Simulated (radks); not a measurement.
Charge is removed step by step from the 2s1/2 level of Pm, starting from [Xe] 4f5 6s2. All-electron calculation, Dirac Kohn-Sham, PBE, spin-unpolarised, spherical densities, point nucleus; open shells fill j = l - 1/2 first. Program: a radial shooting solver on a logarithmic mesh with Libxc functionals.

removed (e)	E - E(0) (eV)	eigenvalue (eV)	E minus straight line (eV)
0	0.000	-7309.5	0.000
0.125	914.86	-7328.2	-8.278
0.25	1832.1	-7347.0	-14.213
0.375	2751.6	-7365.9	-17.793
0.5	3673.5	-7384.9	-19.006
0.625	4597.8	-7403.9	-17.842
0.75	5524.5	-7423.0	-14.292
0.875	6453.6	-7442.2	-8.348
1	7385.1	-7461.5	0.000

Removing the whole electron costs 7385.1 eV by Delta-SCF, against 7309.5 eV from minus the eigenvalue at the starting occupation. Slater's transition state (half an electron removed) gives 7384.9 eV. Integrating minus the eigenvalue over the occupation (Janak's theorem) gives 7385.1 eV. The mean slope of the eigenvalue, de/dn, is 152 eV per electron.
